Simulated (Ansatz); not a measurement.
Calculated with Ansatz (gas phase, PBE0-D4/def2-TZVP geometries, no zero-point term in ΔE). CCSD(T)/CBS adds triple-zeta CCSD(T) − MP2 to the extrapolated MP2 energy (def2 sets, frozen cores). This one scheme is used for every species, atoms too. DFT in def2-TZVPP. B3LYP here is the variant with VWN-RPA as its local correlation; programs differ in this. Open shells (•) are unrestricted, without spin–orbit coupling. Spin–orbit coupling would lower the free atoms: a little for B, C, S, Si. Each species was taken in one conformer, which may not be the lowest.

Consider the atomization: `BSC(=N)[SiH3]` → B• + C• + 6 H• + N• + S• + Si•.

`BSC(=N)[SiH3]`:

```xyz
11

B     1.655    1.310    0.149
S     0.105    1.654   -0.610
C    -0.910    0.179   -0.435
N    -2.086    0.160   -0.899
Si   -0.293   -1.398    0.432
H     2.452    2.194    0.121
H     1.886    0.259    0.657
H    -2.355    1.038   -1.352
H     0.054   -1.101    1.843
H    -1.411   -2.365    0.363
H     0.902   -1.931   -0.269
```

| level | ΔE (kJ/mol) | difference from CCSD(T)/CBS |
| --- | --- | --- |
| B3LYP-D4 | 3810.8 | 30.3 |
| ωB97M-V | 3814.6 | 34.1 |
| B2PLYP | 3752.1 | -28.4 |
| PBE | 3852.1 | 71.6 |
| PBE0 | 3779.4 | -1.1 |
| HF/def2-TZVPP | 2705.6 | -1074.9 |
| SCS-MP2/def2-TZVPP | 3724.3 | -56.2 |
| CCSD(T)/def2-TZVPP | 3672.6 | -107.9 |
| HF/def2-QZVPP | 2711.1 | -1069.4 |
| SCS-MP2/def2-QZVPP | 3796.8 | 16.3 |
| CCSD(T)/CBS | 3780.5 | 0 |

Largest T1 diagnostic among the species: 0.015.

In def2-TZVPP, CCSD(T) changes the Hartree–Fock value by +967.0 kJ/mol (the triples alone add +69.0 kJ/mol) and MP2 by +1016.3 kJ/mol; breaking electron pairs costs correlation energy, which Hartree–Fock lacks. The D4 term adds +45.2 kJ/mol with B3LYP and +23.6 kJ/mol with PBE0; it sums over pairs of atoms, weighted by their polarisabilities, and B3LYP, whose exchange is more repulsive, gets the larger term. From PBE to PBE0 (25 % exact exchange), in def2-TZVPP and without D4, ΔE moves by −72.7 kJ/mol: exact exchange takes away binding that semilocal exchange gives to molecules.

For atomizations the MP2-based limit and the directly extrapolated one differ by several kJ/mol either way, and by 10 to 25 for some Ge, Se and Sn compounds, so smaller differences from it don't rank the levels.
